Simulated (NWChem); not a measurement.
# phosphorus nitride (PN); SMILES N#P

All runs: NWChem. Pople sets run with spherical d functions. The geometry was optimised at PBE0-D3(BJ)/def2-TZVP. Level: PBE0/6-31+G*; rows give the wavelength of the field.

```csv
field,isotropic polarisability (bohr³),anisotropy (bohr³)
static,23.3,19.2
1065 nm,23.6,19.4
589 nm,[?],[?]
```

Q: Complete the blanks.

A: 
- 589 nm, isotropic polarisability (bohr³): 24.2
- 589 nm, anisotropy (bohr³): 20.1
